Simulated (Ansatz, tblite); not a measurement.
Adding an electron: Be₃Te₂⁺ (the lowest doublet isomer of a short search). Total charge 1; doublet. Geometry: PBE-D4/def2-SVP. Ansatz, gas phase; energy differences of separate SCF runs; the reduced species is a singlet (the triplet lies 0.07 eV higher at PBE0-D4/def2-TZVP).

```xyz
5

Be   -1.1160    0.1360   -0.7255
Be    0.0249   -0.8454    1.0368
Be    1.0910    0.7094   -0.3114
Te   -0.5929    1.4300    1.1802
Te    0.5930   -1.4300   -1.1802
```

In the def2 sets Te takes a core potential; there is no spin–orbit coupling. The xTB rows come from tblite. The structure comes from a short search, and lower isomers may exist.

```csv
level,−HOMO (eV),−LUMO (eV),vertical EA (eV),HOMO–LUMO gap (eV),remarks
GFN1-xTB,–,–,10.56,–,–
GFN2-xTB,–,–,7.72,–,–
PBE-D4/def2-TZVP,9.06,7.94,6.01,1.11,"restricted singlet, untested (singlet)"
PBE0-D4/def2-TZVP,9.61,7.22,5.91,2.39,"restricted singlet, untested (singlet)"
```

Run but left out: r2SCAN-D4/def2-TZVP (neutral singlet: restricted singlet with a triplet 0.13 eV lower at the same geometry).  HOMO and LUMO are the levels of the spin that leaves or enters (xTB has no such levels and no spin-polarisation term). Other spin states of the ions may lie lower, which would lower the ionisation energy or raise the affinity. Raw xTB energy differences between charge states are shifted by several eV; the methods need an empirical correction for them.
